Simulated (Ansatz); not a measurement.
Total energies of `[SiH3][GaH][O][SbH2]`.

| atom | x (Å) | y (Å) | z (Å) |
| --- | --- | --- | --- |
| Si1 | 0.196 | 1.548 | 0.428 |
| Ga2 | -0.541 | -0.577 | 1.309 |
| O3 | -0.624 | -1.953 | 0.163 |
| Sb4 | -0.175 | -2.026 | -1.737 |
| H5 | 0.406 | 2.527 | 1.530 |
| H6 | 1.474 | 1.403 | -0.320 |
| H7 | -0.826 | 2.111 | -0.498 |
| H8 | -0.987 | -0.973 | 2.759 |
| H9 | 1.510 | -1.708 | -1.561 |
| H10 | -0.433 | -0.352 | -2.075 |

Total charge 0; spin multiplicity 1. Correlated methods include outer-core shells of Ga, Sb, which these sets cover unevenly. Scalar relativity is left out up to krypton. Sb takes the def2 core potential. All single points use the PBE0-D4/def2-TZVP geometry. It is one conformer, not always the lowest. Basis def2-TZVPP, Ansatz 0.2.0.

RPA on PBE orbitals: Hartree–Fock energy of these orbitals -2529.76611 Eh, correlation -1.50175 Eh (frozen core).

```
             functional  energy without D4 (Eh)  D4 term (kJ/mol)
            LDA (SPW92)             -2528.34656                 –
                    PBE             -2532.94910             -27.7
                 revPBE             -2533.30453             -66.7
                   BLYP             -2533.48297             -57.9
                 r2SCAN             -2533.50508              -6.5
                 B97M-V             -2533.02713                 –
                   PBE0             -2533.02868             -24.0
                  B3LYP             -2533.64672             -45.2
                r2SCANh             -2533.47366              -7.2
                r2SCAN0             -2533.42854              -8.1
HSE06 (plane-wave form)             -2533.01563             -22.9
                  BHLYP             -2533.35165             -41.6
              CAM-B3LYP             -2533.57328             -25.2
                LC-ωPBE             -2533.13242                 –
                ωB97X-V             -2533.21974                 –
                ωB97M-V             -2533.28208                 –
                 B2PLYP             -2532.73804                 –
               PBE-QIDH             -2532.39733                 –
```

B3LYP takes the VWN-RPA correlation (the form of Gaussian; ORCA's B3LYP/G). HSE06 is the plane-wave form, built on full-range PBE exchange. The double hybrids freeze the cores in their second-order part.

LC-ωPBE has ω = 0.4 bohr⁻¹.
